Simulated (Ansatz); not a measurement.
Cartesian coordinates in Å:
```
C 2.045 -0.289 -0.365
C 0.594 -0.086 -0.101
C 0.054 -0.419 1.247
O -0.128 0.349 -0.989
Ga -2.204 0.719 -0.853
H 2.298 -0.011 -1.386
H 2.304 -1.336 -0.180
H 2.629 0.305 0.345
H 0.820 -0.785 1.928
H -0.740 -1.164 1.131
H -0.430 0.471 1.660
H -2.149 1.753 0.349
H -2.650 -0.754 -0.474
H -2.442 1.246 -2.312
```

Charge 0, multiplicity 1.

(1) List the ωB97M-V/def2-TZVPP orbital energies in eV (Ansatz 0.2.0). (An estimate is asked.)

## Answers

(1) Computed: Occupied: -10152.19, -1255.70, -1109.87, -1109.79, -1109.79, -527.40, -285.32, -282.38, -282.19, -153.05, -105.52, -105.31, -105.30, -33.48, -25.46, -24.63, -24.50, -24.50, -24.41, -24.40, -23.61, -19.10, -17.07, -16.65, -16.58, -15.05, -14.54, -13.95, -13.61, -13.47, -11.23, -9.69, -9.68. Lowest empty: 0.62, 1.81, 2.61, 3.30, 3.79, 3.85, 4.05, 4.14.
